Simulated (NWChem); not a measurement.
# Si2NH5F2; SMILES F[SiH](F)N[SiH3]

```xyz
10

Si    -0.0067     2.0413     0.2352
N     -0.6942     0.5733    -0.4472
Si    -0.0275    -0.9982    -0.4046
F      1.4796    -0.8117     0.1166
F     -0.7597    -1.9716     0.6417
H      1.2441     2.4451    -0.4575
H      0.2984     1.8891     1.6805
H     -1.0309     3.1032     0.0520
H     -1.6006     0.6839    -0.8904
H     -0.0524    -1.6878    -1.7071
```
Atoms are numbered in this order, from 1.

Computed with NWChem. Medium grid unless said otherwise, to which SCAN and Minnesota functionals are sensitive. Structure relaxed at the B3LYP/6-31G* (spherical d) level. B3LYP is NWChem's, with the RPA form of VWN correlation. Total energies of different functionals are on different scales.

```
level                   energy (Ha)  highest occupied level (eV)  orbital gap (eV)  dipole (D)
----------------------  -----------  ---------------------------  ----------------  ----------
PBE/def2-TZVP             -836.1857                        -6.81              6.03        2.26
B3LYP/def2-TZVP           -836.8028                        -7.97              7.79        2.35
TPSSh/def2-TZVP           -836.7861                        -7.48              7.26        2.29
PW6B95/def2-TZVP          -837.5488                        -8.33              8.37        2.38
r2SCAN/def2-TZVP          -836.5916                        -7.13              6.82        2.30
Hartree-Fock/def2-TZVP    -834.4469                       -11.61             14.58        2.53
```
